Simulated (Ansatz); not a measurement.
Dissociation curve of SMILES BN (H₄BN). The N1–B4 bond (N1 also carries H, H; B4 carries H, H) is pulled apart rigidly from the PBE0/def2-TZVP optimised geometry.

Computed with CCSD(T) on UHF/cc-pVTZ, frozen core (Ansatz, a program for electronic structure).

Q: Relative to R = 1.40 Å, what are the energies at R = 1.54, 1.87, 2.10, 2.25 Å?

A: 8.3 kcal/mol at 1.54 Å, 53.2 kcal/mol at 1.87 Å, 86.1 kcal/mol at 2.10 Å, 105.3 kcal/mol at 2.25 Å.

The unrestricted determinant behind UCCSD(T) is spin-contaminated at 2.51 to 4.86 Å (<S²> up to 1.0, against 0.00 for a pure singlet).
